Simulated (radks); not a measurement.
Values are calculated unless marked as measured or tabulated.
Problem. These are the eigenvalues of the occupied orbitals of an atom or ion with whole-number occupations (hartree). Code: a radial shooting solver on a logarithmic mesh with Libxc functionals. Model: Dirac Kohn-Sham, PBE, spin-unpolarised, spherical densities, point nucleus.

| orbital | eigenvalue |
|---|---|
| 1s1/2 | -729.1731 |
| 2s1/2 | -103.8750 |
| 2p1/2 | -95.64085 |
| 2p3/2 | -91.72493 |
| 3s1/2 | -18.55664 |
| 3p1/2 | -15.42412 |
| 3p3/2 | -14.77917 |
| 3d3/2 | -9.24419 |
| 3d5/2 | -9.12205 |
| 4s1/2 | -3.39134 |
| 4p1/2 | -2.49166 |
| 4p3/2 | -2.39694 |
| 4d3/2 | -1.07305 |
| 6d3/2 | -0.20485 |

Which element is it, and in what charge state? The configuration may be excited. Open shells, if any, fill j = l - 1/2 first.

Solution. Z = 42, molybdenum, charge +2: Mo2+ in [Kr] 4d3 6d1. The list shows which subshells hold electrons but not how many an open one holds; the 1s level, -729.17 hartree, gives Z - s = 38.2 by -(Z - s)^2/2, which with screening and relativity narrows Z to a few neighbours, and the depths of the outer levels then fix element, charge and occupations together.
